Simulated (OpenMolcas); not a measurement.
Ag2+ in a ligand field

Ag2+ with 6 ligands (fluoride) in trigonal prismatic coordination (D3h) at 2.25 Å, a polar angle of 50.6° against the regular 49.1°. A charge of +0.667 e stands 2.6 Å behind each ligand. Ligand basis ANO-RCC-VDZP.

```json
{"Program": "OpenMolcas", "Method": "CASSCF", "Basis": "ANO-RCC-VDZP [6s5p3d1f]", "Scalar Hamiltonian": "DKH2, point nucleus", "Active space": "9 electrons in 5 orbitals (4d)", "State averaging": "2S+1 = 2 even, 5 roots", "Spin-orbit coupling": "RASSI with atomic mean-field integrals over the reference wave functions"}
```

The lowest spin-free states (labels of D3, the rotations of D3h), above the lowest:

```
State  Degeneracy  E (cm-1)  Free-ion L (%)
   2E           2       0.0         D (100)
   2E           2      4745         D (100)
  2A1           1      5097         D (100)
```

The lowest levels with spin-orbit coupling:

| E (cm-1) | Degeneracy | Label | 2S+1 | g |
| --- | --- | --- | --- | --- |
| 0.0 | 2 | E3/2 | 2 | 0.00 0.00 3.67 |
| 1256 | 2 | E1/2 | 2 | 0.10 1.94 1.94 |
| 4280 | 2 | E1/2 | 2 | 0.00 0.00 5.77 |
| 7304 | 2 | E1/2 | 2 | 0.06 0.06 1.66 |
| 8187 | 2 | E3/2 | 2 | 0.00 0.00 1.86 |

Electric-dipole absorption from the lowest level at this geometry, strongest bands:

```json
{"E (cm-1)": "1256", "λ (nm)": "7960", "Label": "E1/2", "f": "3.62e-05"}
{"E (cm-1)": "4280", "λ (nm)": "2340", "Label": "E1/2", "f": "1.15e-06"}
{"E (cm-1)": "7304", "λ (nm)": "1370", "Label": "E1/2", "f": "4.37e-05"}
{"E (cm-1)": "8187", "λ (nm)": "1220", "Label": "E3/2", "f": "4.17e-05"}
```

Powder χT (cm3 K/mol): 0.422 at 2 K, 0.428 at 10 K, 0.459 at 50 K, 0.496 at 100 K, 0.572 at 200 K, 0.646 at 300 K. The effective moment at 300 K is 2.828 √(χT) = 2.27 μB.

The lowest level has 2S+1 = 2, for which the spin-only value is χT = S(S+1) / 2 = 0.375 cm3 K/mol (g = 2). The computed 0.646 at 300 K differs by +0.271, through orbital momentum, spin-orbit coupling and any other state in reach.

Metal share of the active 4d orbitals (Löwdin): 93, 93, 96, 96, 98 %; Mulliken charge of the metal 1.69.

An orbital doublet at a regular site is open to a Jahn-Teller distortion, which this geometry leaves out. With metal d orbitals alone the field can be off either way by tens of per cent. Ligand-to-metal charge-transfer states are missing. No measured value stands beside these numbers; the geometry was imposed, not optimised, and the real ion may take another.

The RASSCF and RASSI steps took 18 s on 1 thread of Arm Neoverse V1, on a shared host; the integral step is not counted.
